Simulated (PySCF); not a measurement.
**Electron correlation in S⁻ (sulfur, charge -1)**

[Ne] 3s2 3p5, 2P determinant. Computed with PySCF 2.14 in def2-QZVPPD (10s7p5d2f1g, 79 functions), with the non-relativistic Hamiltonian (point nucleus). Frozen: [Ne]; 7 electrons correlated.

```json
{"level": "CCSD", "correlation energy (mhartree)": "-187.79"}
{"level": "(T)", "correlation energy (mhartree)": "-9.02"}
{"level": "CCSD(T)", "correlation energy (mhartree)": "-196.81"}
```

Diagnostics: T1 = 0.010, D1 = 0.0274, largest double amplitude 0.040.

**Question.** Is a single reference adequate?

**Answer.** Yes: T1 lies below 0.03 and no double amplitude reaches 0.07.
